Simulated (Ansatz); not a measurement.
Geometry optimisation, Ansatz 0.2.0, RKS B3LYP-D4/def2-SVP.

input.yaml

```yaml
crystal:
  periodic: [false, false, false]
  atoms:
    - { symbol: Zr, position_ang: [0.449141, -0.218281, -0.479199] }
    - { symbol: O, position_ang: [-0.631101, -0.344093, 2.586755] }
    - { symbol: H, position_ang: [-1.073292, -1.19956, 2.69378] }
    - { symbol: Cl, position_ang: [2.010153, -0.413911, -2.198298] }
    - { symbol: Cl, position_ang: [-0.26171, 2.000867, -0.337112] }
    - { symbol: Cl, position_ang: [-1.206251, -1.855319, -0.741862] }
    - { symbol: H, position_ang: [1.449412, -0.653198, 1.014075] }
    - { symbol: H, position_ang: [0.323349, -0.584404, 2.499662] }
basis:
  gaussian: { orbitals: def2-SVP }
hamiltonian:
  xc: b3lyp
  dispersion: d4
relax:
  f_tol: 0.03
  max_steps: 50
```

Run as:

```bash
$ ansatz run input.yaml --threads 2 --pin off --max-ram 3072MiB --backend cpu --events-out ev --progress --plain --runs-dir out
```

Question: Where does it end, and by what steps?

Answer: The forces met the threshold. After 9 steps the energy has fallen by 0.618 eV; O2 moved furthest, 0.61 Å. Joined: Zr1–O2 (3.25 → 2.33 Å).

```tsv
step	energy less start (eV)	largest force component (eV/Å)	accepted
0	0.0000	0.790	yes
1	-0.1115	1.301	yes
2	-0.2822	1.635	yes
3	-0.4948	1.264	yes
4	-0.5805	0.401	yes
5	-0.5978	0.339	yes
6	-0.6150	0.288	yes
7	-0.6172	0.057	yes
8	-0.6181	0.032	yes
9	-0.6182	0.018	yes
```

```xyz
8
Properties=species:S:1:pos:R:3
Zr 0.391 -0.222 -0.151
O -0.439 -0.454 2.019
H -1.147 -1.111 2.126
Cl 1.738 -0.511 -2.050
Cl -0.240 2.045 -0.160
Cl -1.269 -1.922 -0.453
H 1.824 -0.513 0.972
H 0.201 -0.580 2.735
```

Whether the end is a true minimum wasn't checked by a vibrational analysis.

The run took 50 s on 2 threads of Arm Neoverse V1, with other jobs on the host, peak memory 0.28 GiB.
